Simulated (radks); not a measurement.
Values are calculated unless marked as measured or tabulated.
Problem. Eu0.5+, 62.5 electrons, occupied as [Xe] 4f7 6s1.5 (fractional occupations, a model configuration). Level of theory: Dirac Kohn-Sham, PBEsol, spin-unpolarised, spherical densities, finite nucleus; open shells are shared between the two j in proportion to 2j + 1; Fermi nuclear charge, rms radius 5.1115 fm (a radial shooting solver on a logarithmic mesh with Libxc functionals).

Spin-orbit splittings of the eigenvalues, e(l+1/2) - e(l-1/2), with zeta = 2 splitting/(2l+1) and mean radii in bohr:

shell  occ.  splitting (eV)  zeta (eV)  <r> j=l-1/2  <r> j=l+1/2
2p        6               ?          ?      0.07908      0.08581
3p        6           132.0      87.99       0.2389       0.2518
3d       10           28.73      11.49       0.2236       0.2276
4p        6           29.18      19.46       0.5792       0.6087
4d       10           5.235      2.094       0.6483       0.6589
4f        7          0.6173     0.1764       0.9617       0.9823
5p        6           3.817      2.545        1.561        1.661

Estimate the 2p splitting.

Solution. 647.6 eV (zeta = 431.7 eV).
